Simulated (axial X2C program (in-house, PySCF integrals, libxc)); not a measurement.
## CuH: properties at the nuclei

Calculated with an in-house all-electron X2C program for linear molecules (integrals from PySCF): two-component X2C with atomic mean-field Coulomb and Gaunt terms, Gaussian nuclei, basis Cu dyall-cv3z, H dyall-v3z with contracted cores.

R = 1.461 Å (near the PBE0 minimum at charge 0 of the determinant lowest at the starting distance; the state shown can have its own minimum elsewhere).

Determinant lowest in the PBE0 search, Ω = 0 (closed shell), highest spinor 44% Cu d, 34% Cu s, 21% H s:

```tsv
level	qzz Cu (a.u.)	qzz H (a.u.)	μ (D)
PBE0	0.35	0.12	-2.64
HF	-0.63	0.13	-3.94
PBE	0.76	0.12	-2.12
PBE50	-0.06	0.12	-3.14
B3LYP	0.51	0.12	-2.44
```

Determinant 2.19 eV from it at PBE0 and this distance, Ω = 1 (⟨Sz⟩ = 1.00, ⟨Lz⟩ = 0.00 at PBE0), spin on the atoms Cu 0.85, H 0.15:

```
level  Eeff magnitude (GV/cm)  Ws magnitude Cu (kHz)  A∥/gI Cu (MHz)  qzz Cu (a.u.)  A∥/gI H (MHz)  qzz H (a.u.)  μ (D)
 PBE0                   0.972                  0.479            1820           0.47           39.7          0.12   0.41
   HF                     1.6                  0.709            1290           0.95           17.1          0.17  -0.44
  PBE                   0.742                  0.383            2030           0.11           50.2          0.12   0.67
PBE50                    1.34                  0.623            1600           0.85           26.8          0.14  -0.05
B3LYP                   0.965                  0.473            1890           0.42           46.5          0.12   0.40
```

Eeff is the effective electric field on the electron electric dipole moment in this Ω state and Ws the scalar–pseudoscalar constant of the nucleus named (defined with the proton number Z and per Ω); A∥ (defined per Ω) follows by multiplying with gI = μI/(I μN); qzz is the electric field gradient, eQq0 = 234.96 MHz × Q/barn × qzz; μ is positive if the H end (last atom) is positive. The operators were transformed with the bare-nucleus X2C matrices; with these basis sets, hyperfine constants and field gradients can be off by tens of per cent, and where levels differ in sign neither size nor sign is settled.

Each state is one determinant with collinear spin, which with several unpaired electrons need not be a pure state. Unrestricted Hartree–Fock can overshoot spin polarisation at the nuclei. A closed determinant beside an open π² or δ² triplet, such as (π1/2)², mixes with its partner pair into the 0⁺ component of the triplet and ¹Σ⁺, so its energy is not that of a level, and 0⁺ can lie lowest. With several open shells hyperfine constants can be off by a factor of several. Where Eeff spreads by more than a factor of two the levels disagree and none is to be relied on. Open-shell Ω = 0 determinants with evenly filled partner blocks cannot be reached by this program, so the Ω shown need not be the lowest component. The search compared states at one distance, so a state with another bond length can lie lower. Where a field gradient or hyperfine factor spreads by more than a factor of two over the levels, a constant derived from it is not to be relied on. PBE0 term energies can be off by some tenths of an eV.
